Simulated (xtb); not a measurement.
C3H8O2Si, SMILES OC[SiH]1COC1. All values are semi-empirical tight-binding results from xtb (GFN2-xTB unless named), good for trends rather than for accurate numbers. Coordinates come from a GFN2-xTB optimisation. This is a generated structure with no PubChem entry under its InChIKey; it may be hypothetical. One conformer was computed; it need not be the lowest.

Optimised geometry:

```xyz
14

O      2.7239     0.0322     0.4585
C      1.7372     0.0685    -0.5642
Si     0.0181     0.4601     0.1763
C     -1.1263    -0.9461     0.8060
O     -2.1602    -0.5946    -0.1261
C     -1.5391     0.4067    -0.9436
H      2.7936     0.9046     0.8572
H      2.0251     0.7914    -1.3376
H      1.7676    -0.9213    -1.0228
H      0.1101     1.6259     1.0695
H     -0.7984    -1.9765     0.6358
H     -1.5081    -0.8754     1.8268
H     -2.1676     1.2985    -0.9784
H     -1.4166     0.0360    -1.9662
```

```yaml
orbital_gap: 4.44 eV
dipole_moment: 2.90 D
zero_point_energy: 66.2 kcal/mol
G − E(el) at 298.15 K (modified RRHO): 45.7 kcal/mol
static polarisability (D4 model): 71.1 bohr³
solvation energy, GFN2-xTB/ALPB(water): -6.5 kcal/mol
solvation energy, GFN2-xTB/ALPB(octanol): -7.0 kcal/mol
```

Computed atomic charges and the Wiberg bond orders between heavy atoms:
charges (e) O1 -0.45, C2 -0.03, Si3 0.48, C4 -0.02, O5 -0.36, C6 -0.03, H7 0.28, H8 0.02, H9 0.06, H10 -0.05, H11 0.03, H12 0.03, H13 0.02, H14 0.02. Bond orders O1–C2 1.01, C2–Si3 0.85, Si3–C4 0.88, C4–O5 1.00, Si3–C6 0.87, O5–C6 1.00.
